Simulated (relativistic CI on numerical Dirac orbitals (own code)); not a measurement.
Er⁵⁰⁺: q coefficients and field-shift factors

Computed by Dirac-Coulomb-Breit CI, orbitals from a KLI potential per configuration, derivatives by finite differences, unscaled Slater integrals, QED left out (own radial code, finite nucleus).

Configurations in the expansion (outside the closed core [Ne]): 3s2.3p6, 3s2.3p5.3d, 3s.3p6.3d, 3p6.3d2, 3p5.3d3. Double excitations out of closed p, d and f shells are left out; levels of such configurations are missing from the list, as are those of other unlisted configurations, and high levels can miss mixing partners.

With x = (α/α₀)² − 1 an excitation energy changes as ω = ω₀ + qx; K = 2q/ω₀ is the relative enhancement. Terms are leading LS components, so labels can repeat. The field-shift factor is F = δν/δ⟨r²⟩ for the transition from the lowest level.

Lowest level 3s2.3p6 1S_0.

```
           Level  ω₀ (cm⁻¹)   q (cm⁻¹)  F (GHz/fm²)
3s2.3p5.3d 3P°_0    1715936      84910         11.8
3s2.3p5.3d 3P°_1    1793508     104700         12.3
3s2.3p5.3d 3F°_3    1831390      80970           12
3s2.3p5.3d 3D°_2    1860822      87150         12.2
3s2.3p5.3d 3F°_4    2200201     506900         19.6
3s2.3p5.3d 1D°_2    2238909     514200         19.3
3s2.3p5.3d 3D°_3    2323592     511700         20.1
3s2.3p5.3d 1P°_1    2535805     552700         13.8
3s2.3p5.3d 3F°_2    3654312  2.251e+06         -185
3s2.3p5.3d 1P°_1    3944923   2.23e+06         -179
3s2.3p5.3d 3P°_2    4085857  2.683e+06         -177
3s2.3p5.3d 3F°_3    4122651  2.687e+06         -177
  3s.3p6.3d 3D_1    5241407  2.523e+06        -4090
  3s.3p6.3d 3D_2    5287480  2.536e+06        -4100
  3s.3p6.3d 3D_3    5663005   2.95e+06        -4080
  3s.3p6.3d 1D_2    5766665  2.958e+06        -4110
    3p6.3d2 3F_2   10602555  5.054e+06        -8180
    3p6.3d2 3P_0   10777295  5.075e+06        -8180
    3p6.3d2 3F_3   10996060  5.479e+06        -8180
    3p6.3d2 3P_2   11079327  5.477e+06        -8180
    3p6.3d2 1G_4   11098405  5.486e+06        -8180
    3p6.3d2 3P_1   11113747  5.487e+06        -8180
    3p6.3d2 3F_4   11455717  5.894e+06        -8170
```

At this charge energies of transitions that change n are usually good to better than 1 %, and those within a shell (Δn = 0) to a few per cent.

(1) Which transition from the lowest level has the largest |K|?

Answers

(1) 3s2.3p5.3d 3P°_2 at 4085857 cm⁻¹, K = 1.31.
